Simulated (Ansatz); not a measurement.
Input file for Ansatz (a first-principles code): U-r2SCAN/cc-pVTZ on BeH2 (SMILES [BeH2]), a point of a bond scan (R = 1.064 Å).

Ansatz 0.2 input:
```yaml
crystal:
  periodic: [false, false, false]
  atoms:
    - {symbol: Be, position_ang: [0.00000000, 0.00000000, 0.00000000]}
    - {symbol: H, position_ang: [0.00000000, 0.00000000, -1.06406955]}
    - {symbol: H, position_ang: [0.00000000, 0.00000000, 1.06406955]}
basis:
  gaussian:
    orbitals: cc-pVTZ
hamiltonian:
  xc: {name: r2SCAN}
magnetization: {spin_polarized: true, initial_magnetization: 0}
```

Output:

```
WARN ansatz: RAYON_NUM_THREADS=2 ignored (pool sized by the plan → 2); use --threads N
Functional definition: r2SCAN
integrals: 0.01 GiB planned
282 factors; their error is unknown
mean field: 0.12 GiB planned
mean field evaluation 1: about -430.0181 eV, gradient 1.0e1 eV
mean field evaluation 2: about -430.7192 eV, gradient 3.4e0 eV
mean field evaluation 4: about -430.7990 eV, gradient 3.9e-2 eV
mean field evaluation 8: about -430.7869 eV, gradient 4.4e-4 eV
mean field -430.78687891 eV, -15.8311258020 hartree, gradient 3.5e-5 eV, S^2 0.000000; 0 other end points of the search recorded, 0 dependent functions left out
reference -430.78689451 eV, -15.8311263753 hartree; 3, 3 occupied and 55, 55 virtual orbitals, 282 factors
Total energy: -430.78689451 eV, -15.8311263753 hartree
```

Self-consistency was reached.

Cost: about 1.4 core-seconds (a rough figure).
